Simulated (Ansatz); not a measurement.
Program: Ansatz. Geometries: PBE0-D4/def2-TZVP. ΔE: electronic, gas phase. CCSD(T)/CBS is the MP2 limit (def2-TZVPP, def2-QZVPP) plus CCSD(T) − MP2 in def2-TZVPP, frozen cores. This one scheme is used for every species. For Ge outer-core shells are correlated without core-valence functions, which leaves a few kJ/mol of doubt a bond. Scalar relativity is left out up to krypton. Each species was taken in one conformer, which may not be the lowest.

Consider the ligand exchange at a Ge–N bond: `[NH2][GeH2][NH2]` + `N[SiH2]N` → `N[SiH2][NH][GeH2][NH2]` + NH₃.

```tsv
species	CCSD(T)/CBS(def2) energy (Eh)
`[NH2][GeH2][NH2]`	-2189.15013
`N[SiH2]N`	-402.15462
`N[SiH2][NH][GeH2][NH2]`	-2534.80214
NH₃	-56.50880
```

Task: Work out ΔE.

Result: ΔE = (-2534.80214) + (-56.50880) − (-2189.15013) − (-402.15462) = -0.00619 Eh = -0.17 eV.

Largest T1 diagnostic among the species: 0.011.

In def2-TZVPP, CCSD(T) changes the Hartree–Fock value by −0.10 eV (the triples alone add −0.02 eV) and MP2 by −0.10 eV. The D4 term adds −0.07 eV with B3LYP and −0.05 eV with PBE0; it sums over pairs of atoms, weighted by their polarisabilities, and B3LYP, whose exchange is more repulsive, gets the larger term.

B3LYP here is the variant with VWN-RPA as its local correlation; programs differ in this.
